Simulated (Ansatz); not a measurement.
`C[NH][SnH2][O]C` and `C[NH][SnH2][SiH3]` differ in one atom or group.

Ansatz, PBE0-D4/def2-TZVP geometries, multiplicity 1. Each molecule was computed in one conformer, which needn't be the lowest.

Elements past krypton have def2 core potentials.

```tsv
property	`C[NH][SnH2][O]C`
size of the dipole moment (PBE/def2-TZVPP) / D	1.99
HOMO–LUMO gap (B3LYP/def2-TZVPP) / eV	6.17
size of the dipole moment (ωB97M-V/def2-TZVPP) / D	2.12
HOMO energy (B3LYP/def2-TZVPP) / eV	-6.43
HOMO energy (ωB97M-V/def2-TZVPP) / eV	-8.99
HOMO–LUMO gap (PBE0/def2-TZVPP) / eV	6.64
```

(1) What does the change do to each property? (Best estimate.)

## Answers

(1) Ansatz gave: 
| property | `C[NH][SnH2][SiH3]` | shift |
| --- | --- | --- |
| size of the dipole moment (PBE/def2-TZVPP) / D | 0.79 | -1.20 |
| HOMO–LUMO gap (B3LYP/def2-TZVPP) / eV | 5.57 | -0.60 |
| size of the dipole moment (ωB97M-V/def2-TZVPP) / D | 0.88 | -1.24 |
| HOMO energy (B3LYP/def2-TZVPP) / eV | -6.16 | 0.27 |
| HOMO energy (ωB97M-V/def2-TZVPP) / eV | -8.59 | 0.40 |
| HOMO–LUMO gap (PBE0/def2-TZVPP) / eV | 5.99 | -0.65 |

With PBE0 the HOMO rises by 0.27 eV and the LUMO falls by 0.37 eV, so the gap narrows by about 0.64 eV. PBE moves the HOMO by 0.18 eV and ωB97M-V by 0.40 eV. Dipoles are sizes alone; their direction can turn.

B3LYP here is the variant with VWN-RPA as its local correlation; programs differ in this.
